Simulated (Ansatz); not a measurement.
Ansatz (a first-principles code) input (revPBE/def2-TZVPD):

Ansatz 0.2 input:
```yaml
crystal:
  periodic: [false, false, false]
  atoms:
    - {symbol: Hg, position_ang: [-0.00000000, -0.00000000, -0.43084330]}
    - {symbol: Cl, position_ang: [0.00000000, 0.00000000, 2.02749787]}
basis:
  gaussian:
    orbitals: def2-TZVPD
hamiltonian:
  xc: {name: revPBE}
magnetization: {spin_polarized: true, initial_magnetization: 1}
output: {forces: true}
```

Output:

```
Functional definition: revPBE
integrals: 0.02 GiB planned
670 factors; their error is unknown
mean field: 0.26 GiB planned
mean field evaluation 1: about -16697.6975 eV, gradient 1.9e1 eV
mean field evaluation 2: about -16669.5050 eV, gradient 6.9e1 eV
mean field evaluation 4: about -16699.8412 eV, gradient 3.8e0 eV
mean field evaluation 8: about -16699.9013 eV, gradient 9.5e-2 eV
mean field evaluation 16: about -16696.4313 eV, gradient 1.4e1 eV
mean field -16699.90136038 eV, -613.7100553942 hartree, gradient 1.2e-5 eV, S^2 0.752977; 3 other end points of the search recorded, 0 dependent functions left out
the calculation of the forces begins
reference -16699.90142045 eV, -613.7100576017 hartree; 19, 18 occupied and 73, 74 virtual orbitals, 670 factors
Total energy: -16699.90142045 eV, -613.7100576017 hartree
Atom 0 at    -0.000000    -0.000000    -0.430843 Å, force    -0.000000    -0.000000    -0.035252 eV/Å
Atom 1 at     0.000000     0.000000     2.027498 Å, force     0.000000     0.000000     0.035252 eV/Å
Dipole moment:    -0.000000     0.000000    -0.605280 e Å
```

The spin state was set by rule; other spins were not relaxed.
